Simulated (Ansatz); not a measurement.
## Ligand exchange: C3H9B + Mg(NH2)2 → C3H10BN + MgH(NH2)

Species: C3H9B `BC(C)C`, singlet; Mg(NH2)2, singlet; C3H10BN `CC(C)BN`, singlet; MgH(NH2), singlet. The partners trade H for NH2: B–H and Mg–NH2 bonds give way to B–NH2 and Mg–H.

Shapes, held fixed at every level: PBE0-D4/def2-TZVP. Flexible molecules stand in one conformer, not always the lowest. Programs: Ansatz 0.2.0. The zero-point and thermal change to 298 K, harmonic and unscaled (PBE0-D4/def2-TZVP), is +2.3 kJ/mol.

| level | kind | ΔH(298 K) (kJ/mol) | less CCSD(T)/def2-TZVPP |
| --- | --- | --- | --- |
| HF/def2-SVP | Hartree–Fock | -92.4 | -4.4 |
| HF/def2-TZVPP | Hartree–Fock | -84.6 | +3.4 |
| BHLYP-D4/def2-TZVPP | global hybrid | -90.3 | -2.3 |
| wB97M-V/def2-TZVPP | range-separated hybrid | -91.5 | -3.5 |
| MP2/def2-TZVPP | perturbation theory | -82.7 | +5.3 |
| CCSD/def2-SVP | coupled cluster or CI | -101.8 | -13.8 |
| CCSD(T)/def2-TZVPP | coupled cluster or CI | -88.0 | 0.0 |

The highest level, CCSD(T)/def2-TZVPP, gives ΔH(298 K) = -88.0 kJ/mol; the levels span -101.8 to -82.7. The column of differences is taken from that level and isn't an error. No measured value is set beside it here. Outer-core shells of Mg are correlated in most correlated rows, in sets that cover them unevenly.
